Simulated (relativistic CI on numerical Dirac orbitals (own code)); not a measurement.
# Level scheme of Bi¹¹⁺

These numbers are calculated, not measured: Dirac-Coulomb-Breit CI, orbitals from a KLI potential per configuration, QED by a radiative potential, unscaled Slater integrals (own radial code, finite nucleus).

Configurations in the expansion (outside the closed core [Kr] 4d10 4f14): 5s2.5p6.5d4, 5s2.5p6.5d3.6s, 5s2.5p6.5d3.5f, 5s2.5p5.5d5, 5s2.5p6.5d3.6p, 5s2.5p6.5d3.5g, 5s2.5p6.5d2.6s.6p, 5s.5p6.5d5, 5s2.5p6.5d2.5f.6s, 5s2.5p6.5d3.6d, 5s2.5p6.5d3.7s, 5s2.5p6.5d3.7p, 5s2.5p5.5d4.6s, 5s2.5p6.5d2.6s2, 5s2.5p6.5d.5f.6s2, 5s2.5p6.5d.6s2.6p, 5s2.5p6.5d.5g.6s2. Double excitations out of closed p, d and f shells are left out; levels of such configurations are missing from the list, as are those of other unlisted configurations, and high levels can miss mixing partners.

The lowest level is 5s2.5p6.5d4 3P_0, with 48 % of that term; Hund's rules for 5s2.5p6.5d4 give 5D with J = 0, of which the calculation keeps J, while another term leads.

```tsv
No.	Configuration	Term	J	E (cm⁻¹)	%	Next component (%)	jj configuration (%)
1	5s2.5p6.5d4	3P	0	0.0	48	44 5D	5d3/2^4 (91)
2	5s2.5p6.5d4	5D	1	19490.7	74	26 3P	5d3/2^3 5d5/2 (92)
3	5s2.5p6.5d4	5D	2	31632.1	78	6 3D	5d3/2^3 5d5/2 (56)
4	5s2.5p6.5d4	3F	4	37908.8	31	26 5D	5d3/2^3 5d5/2 (86)
5	5s2.5p6.5d4	5D	3	38207.3	61	18 3F	5d3/2^3 5d5/2 (58)
6	5s2.5p6.5d4	5D	0	54154.8	53	29 3P	5d3/2^2 5d5/2^2 (88)
7	5s2.5p6.5d4	3H	4	57504.6	44	41 5D	5d3/2^2 5d5/2^2 (82)
8	5s2.5p6.5d4	3G	3	62179.0	56	24 5D	5d3/2^2 5d5/2^2 (63)
9	5s2.5p6.5d4	3F	2	62547.7	45	22 1D	5d3/2^2 5d5/2^2 (64)
10	5s2.5p6.5d4	3H	5	67857.3	71	29 3G	5d3/2^2 5d5/2^2 (99)
11	5s2.5p6.5d4	3P	1	69458.8	60	24 3D	5d3/2^2 5d5/2^2 (82)
12	5s2.5p6.5d4	3H	6	72674.0	60	40 1I	5d3/2^2 5d5/2^2 (96)
13	5s2.5p6.5d4	3G	4	77681.9	64	30 1G	5d3/2^2 5d5/2^2 (92)
14	5s2.5p6.5d4	3D	2	78787.3	42	32 3P	5d3/2^2 5d5/2^2 (88)
15	5s2.5p6.5d4	3F	3	79538.3	41	39 3D	5d3/2^2 5d5/2^2 (82)
16	5s2.5p6.5d4	3F	4	88838.2	41	27 5D	5d3/2 5d5/2^3 (65)
17	5s2.5p6.5d4	1D	2	94563.3	33	33 3F	5d3/2^2 5d5/2^2 (66)
18	5s2.5p6.5d4	3F	3	95615.1	47	22 3G	5d3/2 5d5/2^3 (87)
19	5s2.5p6.5d4	3G	5	102120.7	71	29 3H	5d3/2 5d5/2^3 (99)
20	5s2.5p6.5d4	3D	1	102365.2	73	19 3P	5d3/2 5d5/2^3 (87)
21	5s2.5p6.5d4	1I	6	105018.2	60	40 3H	5d3/2 5d5/2^3 (96)
22	5s2.5p6.5d4	3F	4	107252.0	51	37 1G	5d3/2^2 5d5/2^2 (73)
23	5s2.5p6.5d4	3P	2	110755.4	63	23 3D	5d3/2^2 5d5/2^2 (55)
24	5s2.5p6.5d4	1S	0	113492.1	60	39 3P	5d3/2 5d5/2^3 (82)
25	5s2.5p6.5d4	1F	3	117555.0	48	30 3D	5d3/2 5d5/2^3 (91)
26	5s2.5p6.5d4	3F	2	118471.8	54	35 3P	5d3/2 5d5/2^3 (48)
27	5s2.5p6.5d4	3F	3	135678.0	72	25 1F	5d3/2 5d5/2^3 (98)
28	5s2.5p6.5d4	3P	1	136145.9	95	3 3D	5d3/2 5d5/2^3 (95)
29	5s2.5p6.5d4	1G	4	137265.0	63	25 3F	5d5/2^4 (50)
30	5s2.5p6.5d4	1D	2	139063.4	49	23 3F	5d5/2^4 (45)
```

Energies count from the lowest computed level. Filled j subshells are mostly left out of the jj labels.

The mean weight of the leading LS term, summed over parents, in these 30 levels is 57 %, and that of the leading jj configuration (from the same eigenvectors) 79 %, so jj coupling describes them better and the LS labels are nominal.

At this charge energies of transitions that change n are usually good to better than 1 %, and those within a shell (Δn = 0) to a few per cent. Terms inside the open d or f shell come out 10 to 20 % too wide with unscaled integrals. Levels and lines within the n = 5 or 6 shells can be off by up to 10 % or somewhat more, and those that change n by about 2 %, since core polarisation is missing.

LS names give the leading component of a level, which can be under half, so a name can repeat, a term be missing and a line seem to break the LS rules.
